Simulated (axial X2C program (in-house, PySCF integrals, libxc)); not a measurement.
## Potential curves of AuH, 2c

All values were computed with an axial X2C code built on PySCF integrals. Two-component (2c) means X2C with spin–orbit coupling and atomic mean-field two-electron Coulomb and Gaunt terms. Basis: Au dyall-cv3z [13s14p9d6f4g], H dyall-v3z [6s2p1d] (cores contracted in-house); Gaussian nuclei, density fitting, unrestricted open shells. Masses: Au 196.967 u, H 1.008 u.

State: Ω = 0 (closed shell). Energies in eV from the fragments at the same level (Au + H). Fits are polynomials in 1 − R0/R over 0.85 to 1.23 times the lowest point R0.

```tsv
R (Å)	CCSD	CCSD(T)	MP2	LDA
1.3346			-2.6219	-3.3516
1.3959	-2.8638	-2.9388	-2.8851	-3.6468
1.4420	-2.9912	-3.0658	-2.9894	-3.7740
1.4880	-3.0561	-3.1303	-3.0308	-3.8375
1.5340	-3.0716	-3.1451	-3.0225	-3.8501
1.5877	-3.0406	-3.1132	-2.9635	-3.8144
1.6414	-2.9688	-3.0408	-2.8637	-3.7368
1.7104	-2.8333	-2.9046	-2.6921	-3.5921
1.7948			-2.4381	-3.3688
1.9175			-2.0224	-2.9949
```

Correlated methods: 12 electrons correlated (number of frozen shells: Au 5 s, 4 p, 2 d, 1 f; H none), 220 virtual spin orbitals or spinors in MP2.

One determinant describes the state; a PBE0 search over occupations chose it and may have missed a lower one. Closed shells are restricted here (equal orbitals for both partners); the stretched side of such a curve lies too high. Dissociation energies refer to the lowest single-determinant-based atoms at the same level and basis. CCSD and (T) use frozen natural virtuals with an MP2 correction for the truncation; (T) itself is uncorrected, so its De runs slightly low. The T1 diagnostic is large, a sign of multireference character. Coupled cluster ran on the points near the minimum only. MP2 and coupled cluster on one determinant become unreliable at the stretched end.

Q: Fit the CCSD curve near its minimum: give the equilibrium distance, the harmonic wavenumber and the well depth.

A: At CCSD, 2c: Re = 1.527 Å, ωe ≈ 2280 cm⁻¹, De = 3.07 eV to Au + H; Be follows as 7.21 cm⁻¹.

Q: What are Re, ωe and De at the CCSD(T) level?

A: At CCSD(T), 2c: Re = 1.527 Å, ωe ≈ 2280 cm⁻¹, De = 3.15 eV to Au + H; Be follows as 7.21 cm⁻¹.

Q: What are Re, ωe and De at the MP2 level?

A: At MP2, 2c: Re = 1.502 Å, ωe ≈ 2430 cm⁻¹, De = 3.03 eV to Au + H; Be follows as 7.45 cm⁻¹.

Q: What are Re, ωe and De at the LDA level?

A: At LDA, 2c: Re = 1.524 Å, ωe ≈ 2330 cm⁻¹, De = 3.85 eV to Au + H; Be follows as 7.24 cm⁻¹.
